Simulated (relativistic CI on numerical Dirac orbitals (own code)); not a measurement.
## Judd-Ofelt analysis for Tb³⁺

Calculated at this level of theory: Dirac-Coulomb-Breit CI, separate exchange-only KLI orbitals for each configuration, a model potential for QED, valence Slater integrals scaled by 0.75 (own radial code, finite nucleus).

Configuration 4f8 alone, in intermediate coupling. Take Ω₂ = 6.13, Ω₄ = 2.52, Ω₆ = 3.69 (10⁻²⁰ cm²) and refractive index n = 1.87 as given. A_ED = 64π⁴e²ν³ n(n² + 2)²/[27h(2J + 1)] Σ Ω_λ |U^λ|², in Gaussian units with ν in cm⁻¹, and A_MD is n³ times the free-ion magnetic-dipole rate; a dash marks a rate that is forbidden or under 2 % of the level's free-ion decay.

Emitting level 5L_10 at 21339 cm⁻¹ (radiative decay alone: multiphonon quenching in a host is left out, and the level can lie too high or too low):

```tsv
To	ν (cm⁻¹)	U² squared	U⁴ squared	U⁶ squared	Free-ion A(M1) (s⁻¹)
7F_6	21339	0.0000	0.0005	0.0787	-
7F_5	19246	0.0000	0.0000	0.0023	-
7F_4	18071	0.0000	0.0000	0.0510	-
7F_3	17096	0.0000	0.0000	0.0000	-
7F_2	16424	0.0000	0.0000	0.0000	-
7F_1	15970	0.0000	0.0000	0.0000	-
7F_0	15750	0.0000	0.0000	0.0000	-
5D_4	4803	0.0000	0.0000	0.8395	-
```

**Question.** Give the rates, branching ratios and the radiative lifetime.

**Answer.** The rates are:

```tsv
To	λ (nm)	A_ED (s⁻¹)	A_MD (s⁻¹)	β (%)
7F_6	469	613	0	65.2
7F_5	520	13.1	0	1.4
7F_4	553	240	0	25.5
7F_3	585	0	0	0.0
7F_2	609	0	0	0.0
7F_1	626	0	0	0.0
7F_0	635	0	0	0.0
5D_4	2082	74.2	0	7.9
```

τ_rad = 1.06e-03 s. Computed level positions enter as ν³, so measured ones would change the rates. For the strongest line (469 nm) and an assumed effective width Δλ = 6.6 nm (300 cm⁻¹), the Füchtbauer-Ladenburg formula σ = λ⁴A/(8πcn²Δλ) gives a peak emission cross-section of 0.17 × 10⁻²⁰ cm².
